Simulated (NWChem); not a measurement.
# GeSiH₅Cl; SMILES Cl[SiH2][GeH3]

Program: NWChem. Structure relaxed at the PBE-D3(BJ)/def2-SVP level. Level PBE0/def2-SVP: single points from the atomic guess with DIIS by default; each run changes one setting, and all converged runs end within 0.3 mHa of each other.

```json
[
 {"setting": "defaults", "SCF iterations": "7"},
 {"setting": "70 % damping for 30 cycles", "SCF iterations": "29"},
 {"setting": "occupation smearing of 0.005 Ha", "SCF iterations": "7"},
 {"setting": "core-Hamiltonian guess", "SCF iterations": "15"},
 {"setting": "DIIS on 20 Fock matrices", "SCF iterations": "7"},
 {"setting": "no DIIS, 40 % damping", "SCF iterations": "14"}
]
```
